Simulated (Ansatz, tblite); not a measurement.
Spin states of CsF₂⁻, each relaxed with PBE0-D4/def2-TZVPD in Ansatz. Electronic energies in the gas phase.

In the def2 sets Cs takes a core potential; there is no spin–orbit coupling. The xTB rows come from tblite. HSE06 is defined as in plane-wave codes, on full-range PBE exchange. Correlated methods freeze 2 core orbitals; core or outer-core shells of Cs are correlated, in sets that lack core-valence functions. In CCSD on the charge -1 triplet the largest single amplitude is 0.22, so its Hartree–Fock determinant may place the open shell otherwise than the density functionals do. The structure comes from a short search, and lower isomers may exist.

Singlet geometry (C2v within 0.1 Å):

Cartesian coordinates in Å:
```
Cs 0.408 -0.040 0.336
F -1.743 -0.857 1.597
F 1.335 0.897 -1.933
```

Triplet geometry (D∞h within 0.1 Å):

```xyz
3

Cs   -0.008   -0.002   -0.002
F     0.894   -1.248   -1.878
F    -0.886    1.250    1.880
```

Quintet geometry (C2v within 0.1 Å):

```xyz
3

Cs    1.1166   -0.0702    0.6980
F    -1.7850   -2.7148    1.3367
F     0.6684    2.7851   -2.0347
```

⟨S²⟩: triplet 2.01 at PBE0-D4/def2-TZVPD (pure 2.00), quintet 6.00 at PBE0-D4/def2-TZVPD (pure 6.00).

Run but left out: HF/def2-TZVPD, HF/def2-TZVPPD, MP2/def2-TZVPD, MP2/def2-TZVPPD (triplet: a determinant that CCSD turns far, T1 0.052).

Only these spin states were relaxed. The quintet has other bonds than the singlet, so the gap mixes isomer and spin.

```
               level  triplet − singlet (kcal/mol)  quintet − singlet (kcal/mol)  lowest of these                                                remarks
            GFN1-xTB                          91.3                         269.7          singlet                                                      –
   PBE-D4/def2-TZVPD                          78.7                         245.5          singlet   HOMO above zero (quintet), HOMO above zero (triplet)
revPBE-D4/def2-TZVPD                          78.4                         236.2          singlet   HOMO above zero (quintet), HOMO above zero (triplet)
r2SCAN-D4/def2-TZVPD                          82.9                         237.7          singlet   HOMO above zero (quintet), HOMO above zero (triplet)
  PBE0-D4/def2-TZVPD                          89.1                         229.7          singlet   HOMO above zero (quintet), HOMO above zero (triplet)
 HSE06-D4/def2-TZVPD                          87.8                         229.4          singlet   HOMO above zero (quintet), HOMO above zero (triplet)
 BHLYP-D4/def2-TZVPD                         101.5                         220.0          singlet   HOMO above zero (quintet), HOMO above zero (triplet)
   B2PLYP/def2-TZVPD                          99.1                         241.8          singlet                                                      –
  RPA@PBE/def2-TZVPD                          79.6                         217.7          singlet                                                      –
    CCSD/def2-TZVPPD                         111.6                         228.8          singlet  HOMO above zero (triplet), large T1 (0.052) (triplet)
 CCSD(T)/def2-TZVPPD                         111.3                         235.4          singlet  HOMO above zero (triplet), large T1 (0.052) (triplet)
```

Change of the quintet − singlet gap on mixing in exact exchange, in kcal/mol: PBE to PBE0 (25 % exact exchange) -15.9.

The xTB methods have no term that favours high spin, so they put low spin too low.
